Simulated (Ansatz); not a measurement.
Ge₂₂PH₃₂. Charge 0, multiplicity 2. Geometry PBE-D4/def2-SVP; atoms count from 1.

```xyz
55

Ge   -3.602    2.326   -0.383
Ge   -0.021    2.597   -2.876
Ge    3.644    2.068    2.796
Ge    3.491    2.440   -1.092
P     0.187    1.650    0.814
Ge   -0.505   -1.687    0.740
Ge   -1.495   -1.062   -1.456
Ge    3.155   -1.237    0.616
Ge   -4.284   -1.339    1.094
Ge   -2.589   -4.613   -0.612
Ge    2.131   -0.767   -3.201
Ge   -1.780    2.920    1.143
Ge    1.230    2.487    2.751
Ge   -2.227   -1.152    2.422
Ge    1.148    3.081   -0.788
Ge   -3.674   -0.060   -0.910
Ge   -0.137    0.161   -3.090
Ge    4.737    3.141    0.891
Ge    4.107   -0.327    2.674
Ge    3.634    0.018   -1.426
Ge   -0.584   -4.161    0.732
Ge   -2.113   -3.188   -2.544
Ge   -4.574   -3.705    0.507
H    -4.931    2.754    0.312
H    -3.464    3.169   -1.683
H     0.813    3.170   -4.062
H    -1.436    3.239   -2.927
H     4.191    2.644    4.140
H     4.022    3.155   -2.375
H     1.550   -1.294    0.795
H     3.617   -2.714    0.411
H    -5.559   -0.773    1.798
H    -2.809   -6.118   -0.967
H     2.756   -0.401   -4.582
H     2.047   -2.322   -3.119
H    -1.430    4.435    1.009
H    -2.228    2.664    2.611
H     0.953    4.017    2.887
H     0.538    1.764    3.945
H    -2.081    0.267    3.045
H    -2.186   -2.191    3.582
H     1.033    4.575   -0.342
H    -4.687   -0.288   -2.077
H    -0.799   -0.152   -4.473
H     4.686    4.691    1.024
H     6.229    2.704    0.814
H     5.648   -0.549    2.700
H     3.495   -1.069    3.898
H     5.100   -0.308   -1.857
H     0.655   -4.793    0.026
H    -0.666   -4.746    2.173
H    -0.924   -3.759   -3.375
H    -3.328   -2.995   -3.499
H    -4.879   -4.517    1.801
H    -5.803   -3.850   -0.439
```

Single mean-field runs in def2-SVP are fitted with def2-universal-jkfit.

Q: Estimate the Mulliken populations of the heavy atoms from the PBE0/def2-SVP orbitals of Ansatz.

A: 
```tsv
atom	charge (e)	spin (α − β)
Ge1	0.12	0.00
Ge2	0.12	0.00
Ge3	-0.03	0.00
Ge4	-0.01	0.00
P5	-0.35	0.01
Ge6	-0.06	0.65
Ge7	-0.21	0.02
Ge8	0.07	0.19
Ge9	-0.04	0.03
Ge10	-0.03	0.03
Ge11	0.10	0.00
Ge12	0.11	0.00
Ge13	0.16	0.00
Ge14	0.10	0.02
Ge15	0.02	0.00
Ge16	0.01	0.01
Ge17	0.04	0.00
Ge18	0.11	0.00
Ge19	0.11	0.01
Ge20	-0.01	0.01
Ge21	0.11	0.02
Ge22	0.12	0.01
Ge23	0.11	-0.01
```
Mulliken values depend strongly on the basis.

Q: Where does the spin sit?

A: Summed by element: Ge 1.00, P 0.01, H -0.01, of 1 unpaired in all. Largest on single atoms: Ge6 0.65, Ge8 0.19, H30 -0.06.

Q: And the Mayer bond orders between heavy atoms (over 0.3)?

A: Ge1–Ge12 0.93 (2.45 Å); Ge1–Ge16 0.92 (2.45 Å); Ge2–Ge15 0.93 (2.44 Å); Ge2–Ge17 0.92 (2.45 Å); Ge3–Ge13 0.92 (2.45 Å); Ge3–Ge18 0.92 (2.44 Å); Ge3–Ge19 0.92 (2.44 Å); Ge4–Ge15 0.92 (2.45 Å); Ge4–Ge18 0.91 (2.44 Å); Ge4–Ge20 0.92 (2.45 Å); P5–Ge12 0.91 (2.36 Å); P5–Ge13 0.91 (2.35 Å); P5–Ge15 0.92 (2.35 Å); Ge6–Ge7 0.88 (2.49 Å); Ge6–Ge14 0.91 (2.47 Å); Ge6–Ge21 0.91 (2.48 Å); Ge7–Ge16 0.89 (2.46 Å); Ge7–Ge17 0.91 (2.45 Å); Ge7–Ge22 0.90 (2.47 Å); Ge8–Ge19 0.92 (2.44 Å); Ge8–Ge20 0.91 (2.44 Å); Ge9–Ge14 0.91 (2.46 Å); Ge9–Ge16 0.91 (2.45 Å); Ge9–Ge23 0.92 (2.45 Å); Ge10–Ge21 0.90 (2.46 Å); Ge10–Ge22 0.91 (2.45 Å); Ge10–Ge23 0.92 (2.45 Å); Ge11–Ge17 0.92 (2.45 Å); Ge11–Ge20 0.92 (2.45 Å).
